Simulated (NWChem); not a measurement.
Everything below was run with NWChem. System: C$_{3}$H$_{3}$, charge 0, spin multiplicity 2, displaced from the optimised geometry. The structure started from a generated list of species. Its SCF solution wasn't tested for a lower state.

Input file:

```
start mol
memory heap 200 mb stack 900 mb global 1100 mb
geometry units angstroms nocenter noautoz
  C      0.000000     0.000000    -1.382312
  C      0.000000     0.000000    -0.112955
  C      0.000000     0.000000     1.287202
  H      0.000000     0.000000    -2.484732
  H     -0.962960     0.000000     1.866562
  H      0.962960     0.000000     1.866562
  symmetry group C2v
end
basis spherical
  * library def2-svp
end
dft
  xc slater vwn_5
  odft
  mult 2
  semidirect memsize 60000000 filesize 0
  iterations 100
  convergence nodiis damp 40
end
task dft gradient
```

The output up to the point where the run's verdict is printed (cleaned and shortened):

```
             Northwest Computational Chemistry Package (NWChem) 7.3.0
             --------------------------------------------------------

                                NWChem Input Module
                                -------------------

 Scaling coordinates for geometry "geometry" by  1.889725989
 (inverse scale =  0.529177249)

 Turning off AUTOSYM since
 SYMMETRY directive was detected!

                             Geometry "geometry" -> ""
                             -------------------------

 Output coordinates in angstroms (scale by  1.889725989 to convert to a.u.)

  No.       Tag          Charge          X              Y              Z
 ---- ---------------- ---------- -------------- -------------- --------------
    1 C                    6.0000     0.00000000     0.00000000    -1.38231200
    2 C                    6.0000     0.00000000     0.00000000    -0.11295500
    3 C                    6.0000     0.00000000     0.00000000     1.28720200
    4 H                    1.0000     0.00000000     0.00000000    -2.48473200
    5 H                    1.0000    -0.96296000     0.00000000     1.86656200
    6 H                    1.0000     0.96296000     0.00000000     1.86656200

 Effective nuclear repulsion energy (a.u.)      51.7320493977

            Nuclear Dipole moment (a.u.)
            ----------------------------
        X                 Y               Z
 ---------------- ---------------- ----------------
     0.0000000000     0.0000000000     0.0000037795

      Symmetry information
      --------------------

 Group name             C2v
 Group number             16
 Group order               4
 No. of unique centers     5

      Symmetry unique atoms

     1    2    3    4    5


 Summary of "ao basis" -> "" (spherical)
 ------------------------------------------------------------------------------
       Tag                 Description            Shells   Functions and Types
 ---------------- ------------------------------  ------  ---------------------
 *                          def2-svp                  on all atoms

                                 NWChem DFT Module
[...]
 d= 0,ls=0.5         73    -90.1340795890 -4.73D+00  2.42D-01               1.9
                                                     2.33D-01
 d= 0,ls=0.5         74    -85.4057464673  4.73D+00  2.42D-01               1.9
                                                     2.33D-01
 d= 0,ls=0.5         75    -90.1340795890 -4.73D+00  2.42D-01               1.9
                                                     2.33D-01
 d= 0,ls=0.5         76    -85.4057464673  4.73D+00  2.42D-01               1.9
                                                     2.33D-01
 d= 0,ls=0.5         77    -90.1340795890 -4.73D+00  2.42D-01               2.0
                                                     2.33D-01
 d= 0,ls=0.5         78    -85.4057464673  4.73D+00  2.42D-01               2.0
                                                     2.33D-01
 d= 0,ls=0.5         79    -90.1340795890 -4.73D+00  2.42D-01               2.0
                                                     2.33D-01
 d= 0,ls=0.5         80    -85.4057464673  4.73D+00  2.42D-01               2.0
                                                     2.33D-01
 d= 0,ls=0.5         81    -90.1340795890 -4.73D+00  2.42D-01               2.1
                                                     2.33D-01
 d= 0,ls=0.5         82    -85.4057464673  4.73D+00  2.42D-01               2.1
                                                     2.33D-01
 d= 0,ls=0.5         83    -90.1340795890 -4.73D+00  2.42D-01               2.1
                                                     2.33D-01
 d= 0,ls=0.5         84    -85.4057464673  4.73D+00  2.42D-01               2.1
                                                     2.33D-01
 d= 0,ls=0.5         85    -90.1340795890 -4.73D+00  2.42D-01               2.1
                                                     2.33D-01
 d= 0,ls=0.5         86    -85.4057464673  4.73D+00  2.42D-01               2.2
                                                     2.33D-01
 d= 0,ls=0.5         87    -90.1340795890 -4.73D+00  2.42D-01               2.2
                                                     2.33D-01
 d= 0,ls=0.5         88    -85.4057464673  4.73D+00  2.42D-01               2.2
                                                     2.33D-01
 d= 0,ls=0.5         89    -90.1340795890 -4.73D+00  2.42D-01               2.2
                                                     2.33D-01
 d= 0,ls=0.5         90    -85.4057464673  4.73D+00  2.42D-01               2.3
                                                     2.33D-01
 d= 0,ls=0.5         91    -90.1340795890 -4.73D+00  2.42D-01               2.3
                                                     2.33D-01
 d= 0,ls=0.5         92    -85.4057464673  4.73D+00  2.42D-01               2.3
                                                     2.33D-01
 d= 0,ls=0.5         93    -90.1340795890 -4.73D+00  2.42D-01               2.3
                                                     2.33D-01
 d= 0,ls=0.5         94    -85.4057464673  4.73D+00  2.42D-01               2.4
                                                     2.33D-01
 d= 0,ls=0.5         95    -90.1340795890 -4.73D+00  2.42D-01               2.4
                                                     2.33D-01
 d= 0,ls=0.5         96    -85.4057464673  4.73D+00  2.42D-01               2.4
                                                     2.33D-01
 d= 0,ls=0.5         97    -90.1340795890 -4.73D+00  2.42D-01               2.4
                                                     2.33D-01
 d= 0,ls=0.5         98    -85.4057464673  4.73D+00  2.42D-01               2.5
                                                     2.33D-01
 d= 0,ls=0.5         99    -90.1340795890 -4.73D+00  2.42D-01               2.5
                                                     2.33D-01
 d= 0,ls=0.5        100    -85.4057464673  4.73D+00  2.42D-01               2.5
                                                     2.33D-01
```

Convergence was not reached. The next line reads: Calculation failed to converge. NWChem stopped with the message: dft gradient failed.
